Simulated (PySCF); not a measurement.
# Strontium: a sound run and one with changed settings

Sound run: Sr [Kr] 5s2, Sr⁺ [Kr] 5s1. Calculation: PySCF 2.14, in x2c-SVPall; scalar relativity by spin-free X2C-1e. The sound run starts from symmetry-adapted Hartree-Fock orbitals and uses a fine grid where one is needed.

Changed run: initial guess minao, at most 3 SCF cycles. This setting is unsound on purpose.

```json
{"species": "Sr", "method": "UHF", "sound run (hartree)": "-3177.02417", "changed run (hartree)": "-3177.02417", "converged": "no"}
{"species": "Sr", "method": "MN15", "sound run (hartree)": "-3180.87131", "changed run (hartree)": "-3180.87131", "converged": "no"}
{"species": "Sr", "method": "M06-L", "sound run (hartree)": "-3178.81860", "changed run (hartree)": "-3178.81860", "converged": "no"}
{"species": "Sr⁺", "method": "UHF", "sound run (hartree)": "-3176.84871", "changed run (hartree)": "-3176.84868", "converged": "no"}
{"species": "Sr⁺", "method": "MN15", "sound run (hartree)": "-3180.64848", "changed run (hartree)": "-3180.64844", "converged": "no"}
{"species": "Sr⁺", "method": "M06-L", "sound run (hartree)": "-3178.60537", "changed run (hartree)": "-3178.60537", "converged": "no"}
```

The SCF was stopped early; the energies are upper bounds that still move, and correlated levels were skipped or rest on poor orbitals.
